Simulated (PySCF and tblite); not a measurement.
Values are calculated unless marked as measured or tabulated.
C4H6BNO2, numbered as in [N:1]#[C:2][C@@H:3]1[CH2:4][CH2:5][O:6][BH:7][O:8]1.

Search: ETKDG, UFF, GFN2-xTB, 60 starts; geometries at GFN2-xTB. Free energies are PBE0-D3(BJ)/def2-SVP (IEF-PCM, dimethylsulfoxide) single points with GFN2-xTB rigid-rotor and vibrational terms (modes under about 100 cm⁻¹ blended into free rotors). Symmetry numbers and mirror images are counted. Conformers within 3 kcal/mol (GFN2-xTB free energy) were kept, 10 at most. GIAO shieldings: wB97X-D/pcSseg-1 (IEF-PCM, dimethylsulfoxide). Shifts are against TMS (¹H), TMS (¹³C) at the same level; of two unlike H on one atom, a is the less shielded. (PySCF 2.14, tblite 0.8.)

The 6-ring runs over atoms 3–4–5–6–7–8.

| conformer | shape | symmetry | E(GFN2) kcal/mol | E(DFT) kcal/mol |
| --- | --- | --- | --- | --- |
| 1 | 6-ring envelope (ring torsions 52, -27, -1, 1, 27, -52°) | C1 | 0.83 | 0.03 |
| 2 | 6-ring envelope (ring torsions -52, 27, 0, 1, -28, 53°) | C1 | 0.00 | 0.00 |

How much do the weights at 298.15 K and the averaged shift of H5a depend on how the conformers are weighted?


```
                                                              weighting  1 (%)  2 (%)  δ (ppm)  rms dipole (D)
DFT energy with thermal terms, symmetry and mirror images (full scheme)     55     45     4.57            5.08
                             DFT energy with symmetry and mirror images     49     51     4.58            5.06
                                                        bare DFT energy     49     51     4.58            5.06
                        GFN2-xTB energy with symmetry and mirror images     20     80     4.65            5.00
                                                   GFN2-xTB free energy     24     76     4.64            5.01
                                                leading conformer alone    100      0     4.46            5.17
                                                          equal weights     50     50     4.58            5.07
```

The largest departure from the full scheme, 0.10 ppm, comes with: leading conformer alone.


Conformer gaps in def2-SVP on xTB geometries can be 2 kcal/mol too large for S=O, P=O and other polar bonds.